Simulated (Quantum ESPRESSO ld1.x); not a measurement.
Mo II, 41 electrons, occupied as [Kr] 4d2 5s2 5p1 (not the ground configuration).

Calculated with ld1.x of Quantum ESPRESSO 7.5: scalar-relativistic Kohn-Sham, LDA (Slater exchange, Perdew-Zunger correlation), spin-polarised, spherical densities, point nucleus; open shells are filled with parallel spins first.

Energy parts (hartree):
total: -4043.7282
kinetic: 4168.3654
electron-nucleus: -9722.1608
Hartree: 1628.5756
exchange-correlation: -118.5085

Orbitals (lengths in bohr, moments of r in powers of bohr; r(90%) holds 90 % of the orbital's charge):
orbital  occ.  eigenvalue (hartree)  r(90%)      <r^4>
1s up       1             -728.1717  0.0631  7.235e-06
1s down     1             -728.1709  0.0631  7.235e-06
2s up       1             -103.5115   0.238   0.001341
2s down     1             -103.5014   0.238   0.001340
2p up       3              -92.6826   0.218  0.0009592
2p down     3              -92.6744   0.218  0.0009591
3s up       1              -18.2015   0.635    0.06937
3s down     1              -18.1937   0.635    0.06928
3p up       3              -14.6545   0.652    0.07648
3p down     3              -14.6460   0.652    0.07634
3d up       5               -8.8672   0.665    0.08362
3d down     5               -8.8561   0.664    0.08330
4s up       1               -3.0724    1.59      2.740
4s down     1               -3.0220    1.58      2.721
4p up       3               -2.1038    1.78      4.319
4p down     3               -2.0503    1.78      4.298
4d up       2               -0.7357    2.53      17.59
4d down     0               -0.6802    2.55      18.42
5s up       1               -0.5395    4.12      124.1
5s down     1               -0.5005    4.21      135.0
5p up       1               -0.3445    5.03      272.2
5p down     0               -0.3139    5.20      311.2

The highest occupied level is 5p up at -9.373 eV. The configuration is held as typed, so some empty levels lie below it. Summed over all electrons, <r^2> = 54.87 bohr^2, which gives a Langevin (diamagnetic) susceptibility term of -43.5 x 10^-6 cm^3/mol. The density falls to 0.001 e/bohr^3 at r = 4.74 bohr.
